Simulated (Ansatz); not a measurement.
C2H5AlFN can be A, `N[CH]1[CH2][Al]1[F]`, or B, `FC[N]1[CH2][AlH]1`.

Computed with Ansatz on PBE0-D4/def2-TZVP structures; ΔE is electronic, products minus reactants. CCSD(T)/CBS adds triple-zeta CCSD(T) − MP2 to the extrapolated MP2 energy (def2 sets, frozen cores). DFT in def2-TZVPP. B3LYP here is the variant with VWN-RPA as its local correlation; programs differ in this. One conformer a species, not always the lowest.

A:

```xyz
10

N     0.988   -0.620   -1.131
C     0.434   -0.234    0.125
C    -1.164   -0.242    0.262
Al   -0.342    1.274    1.037
F    -0.484    2.758    1.740
H     1.090    0.145   -1.781
H     1.880   -1.084   -1.042
H     0.825   -0.891    0.909
H    -1.618   -1.183    0.570
H    -1.610    0.077   -0.689
```

B:

```xyz
10

F    -2.187   -0.047    0.350
C    -1.021    0.656    0.689
N     0.055    0.299   -0.115
C     0.752   -1.035    0.021
Al    1.202    0.155   -1.407
H    -1.252    1.718    0.565
H    -0.840    0.424    1.746
H     1.348   -1.141    0.931
H     0.102   -1.899   -0.130
H     1.841    0.871   -2.650
```

Which isomer does CCSD(T)/CBS put lower? Give the gap. (An estimate is asked.)

The calculation gave: A, by 150.2 kJ/mol.

Give E(B) − E(A) in kJ/mol with r2SCAN-D4, B3LYP, ωB97M-V, MP2/def2-TZVPP, HF/def2-TZVPP, CCSD/def2-TZVPP, B3LYP-D4. (Best estimate.)

The calculation gave: r2SCAN-D4 144.5, B3LYP 139.4, ωB97M-V 140.0, MP2/def2-TZVPP 152.9, HF/def2-TZVPP 122.7, CCSD/def2-TZVPP 142.4, B3LYP-D4 138.1. None reverses the order clearly.

Largest T1 diagnostic: 0.014.

In def2-TZVPP, CCSD(T) changes the Hartree–Fock value by +21.3 kJ/mol (the triples alone add +1.6 kJ/mol) and MP2 by +30.2 kJ/mol.
